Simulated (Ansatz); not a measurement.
Basis-set extrapolation for C8H20Si, SMILES `CC(C)C[SiH2]CC(C)C` (PBE0-D4/def2-TZVP geometry, frozen core, the Gaussian-basis code of Ansatz). Multiplicity 1, RHF reference.

|  | def2-TZVPP | def2-QZVPP |
| --- | --- | --- |
| HF | -603.663675 | -603.687493 |
| MP2 correlation | -1.547466 | -1.643725 |
| CCSD(T) correlation | -1.719880 | not run |

Energies in hartree. Use E(X) = E(∞) + A·exp(−7.88·√X) for Hartree–Fock and E(X) = E(∞) + B·X^(−2.97) for correlation, with X = 3 and 4, and add CCSD(T) minus MP2 of the smaller set to the MP2 limit.

Problem. What is the CCSD(T) energy at the basis-set limit?

Solution. HF limit: -603.687493 + (-0.023818) × 0.13774 = -603.69077. MP2 limit: -1.643725 + (-0.096259) × 0.74074 = -1.71503. Higher-order term: -1.719880 − (-1.547466) = -0.17241. Total: -605.57821 hartree, 511.1 kJ/mol below CCSD(T)/def2-TZVPP.
